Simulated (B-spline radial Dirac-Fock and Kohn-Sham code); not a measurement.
## L-shell conversion coefficients of Mn against transition energy

These are calculated numbers from a B-spline atomic structure program; the model is a Dirac-Hartree-Slater potential of the neutral atom with a Latter tail (no hole, which puts coefficients of high multipoles low close above an edge), finite nucleus with surface currents. Subshells within 1 keV of threshold and pair formation are left out.

```
energy (keV)        E2        E3        E4        E5        M3        M5
        13.6       215     40000  5.12e+06  5.29e+08     11500  1.27e+08
        13.9       194     35100  4.39e+06  4.46e+08     10100  1.07e+08
          17      76.4     10500  1.08e+06  9.17e+07      3250  2.24e+07
        18.6      50.7      6130    577000  4.51e+07      1970  1.12e+07
        19.4      41.9      4770    430000  3.24e+07      1560  8.10e+06
          20      36.5      3980    348000  2.55e+07      1320  6.41e+06
        21.3      27.5      2740    224000  1.55e+07       933  3.96e+06
        24.9      13.8      1090     75800  4.53e+06       399  1.21e+06
        33.2      3.98       207     10400    470000      86.6    141000
        36.4      2.69       123      5550    228000      53.6     71300
        36.5      2.66       121      5440    223000      52.8     69900
        43.4      1.29      45.8      1680     57600      21.7     19800
          50     0.716      21.0       648     19200      10.6      7120
         100    0.0430     0.540      7.26       101     0.372      58.8
         121    0.0201     0.207      2.24      25.2     0.156      16.8
         147   0.00933    0.0790     0.694      6.35    0.0653      4.83
         200   0.00282    0.0180     0.116     0.775    0.0174     0.724
         222   0.00189    0.0110    0.0646     0.390    0.0113     0.389
         278  0.000815   0.00394    0.0189    0.0927   0.00455     0.107
         293  0.000672   0.00312    0.0143    0.0670   0.00370    0.0794
         457  0.000142  0.000475   0.00155   0.00508  0.000702   0.00761
         488  0.000115  0.000367   0.00114   0.00358  0.000557   0.00550
         500  0.000106  0.000334   0.00102   0.00315  0.000512   0.00489
        1000  1.50e-05  3.17e-05  6.54e-05  0.000133  5.60e-05  0.000237
        1050  1.33e-05  2.76e-05  5.55e-05  0.000111  4.87e-05  0.000196
        1130  1.12e-05  2.25e-05  4.38e-05  8.43e-05  3.95e-05  0.000149
        1860  3.98e-06  6.60e-06  1.07e-05  1.69e-05  1.08e-05  2.77e-05
        1990  3.51e-06  5.70e-06  9.00e-06  1.40e-05  9.18e-06  2.25e-05
        2000  3.47e-06  5.64e-06  8.89e-06  1.38e-05  9.07e-06  2.22e-05
```

Q: How fast do they fall between 1860 and 2000 keV?

A: As powers of the energy: E2 E^-1.86, E3 E^-2.18, E4 E^-2.49, E5 E^-2.80, M3 E^-2.39, M5 E^-3.03. Within one type (E or M) the higher multipoles fall faster.
